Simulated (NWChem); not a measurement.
CH4OSe; SMILES O(C)[SeH]

```xyz
7

Se    -0.0215    -0.7434     0.0362
H     -0.4421    -0.8265    -1.3834
O      0.6228     0.9431    -0.0316
C     -0.3417     1.9632     0.0393
H     -0.9828     1.8807     0.9348
H      0.2154     2.9121     0.0879
H     -0.9938     1.9857    -0.8539
```
Atoms are numbered in this order, from 1.

Program: NWChem. Coordinates come from a PBE0/def2-SVP optimisation. Ions are spin-unrestricted doublets at the neutral geometry; other ion states weren't tried.

For level PBE0/def2-SVP:

| Item | Result |
|---|---|
| vertical ionisation energy, ΔSCF (eV) | 9.21 |
| −ε(HOMO) (eV) | 6.65 |

Question: How do the values read with level PBE/def2-SVP instead?

Answer: 
| Quantity | Result |
|---|---|
| vertical ionisation energy, ΔSCF (eV) | 8.99 |
| −ε(HOMO) (eV) | 5.35 |
